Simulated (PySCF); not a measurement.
A search over the determinants of CaHg

Unrestricted PBE0; basis Ca def2-SVP, Hg def2-SVP with ECP60; scalar-relativistic core potentials; PySCF 2.14. Outer shells of the fragments: Ca 4s2; Hg 5d10 6s2.

Followed along the bond (rough minima from three points):

| 2Ms+1 | unpaired | ⟨S²⟩ at the start | R at minimum (Å) | Te (eV) |
| --- | --- | --- | --- | --- |
| 1 | none | 0.00 | 3.90 | 0.00 |
| 3 | σ ↑, π ↑ | 2.00 | 2.99 | 1.35 |
| 1 | σ ↑, π ↓ | 1.00 | 2.95 | 1.50 |
| 3 | σ ↑↑ | 2.00 | 3.42 | 1.67 |

Solutions found at the starting distance of 2.965 Å, counted from the lowest of them; the search is not exhaustive and high or unbound solutions are not listed, so other states can lie among these:

```tsv
2Ms+1	unpaired	term	E (eV)	⟨S²⟩	⟨Lz²⟩	μ (D)
1	none	¹Σ⁺	0.00	0.00	0.00	0.90
3	σ ↑, π ↑	³Π	1.05	2.00	1.00	-2.93
1	σ ↑, π ↓	mixed	1.20	1.00	1.02	-2.43
3	σ ↑↑	³Σ⁺	1.50	2.00	0.00	-4.55
3	σ ↑, δ ↑	³Δ	1.88	2.00	4.00	0.71
1	σ ↑, δ ↓	mixed	2.19	1.00	4.00	0.64
1	π ↑↓	mixed	3.27	1.00	2.01	-9.10
1	none	mixed	3.67	0.00	2.00	-7.99
3	π ↑, δ ↑	not assigned	9.62	2.10	4.08	-1.37
3	π ↑, δ ↑	mixed	9.70	2.08	5.02	-1.16
```

A term symbol is given only where ⟨S²⟩ and ⟨Lz²⟩ are close to those of a pure state; real π, δ and φ orbitals otherwise mix terms. A positive dipole means Ca(−)Hg(+).

Question: Compare the gap between the two lowest followed solutions at the starting distance with the gap between their minima.

Answer: At PBE0 the second solution (triplet, unpaired electrons σ ↑, π ↑) lies +1.05 eV from the first (singlet, closed shell) at 2.965 Å and +1.35 eV at the minima; the two curves relax by different amounts, since their minima lie near 2.99 and 3.90 Å.

Spin–orbit coupling is left out. Counting both spins, an empty level lies below a filled one in some of these solutions, because spin and occupation are held.
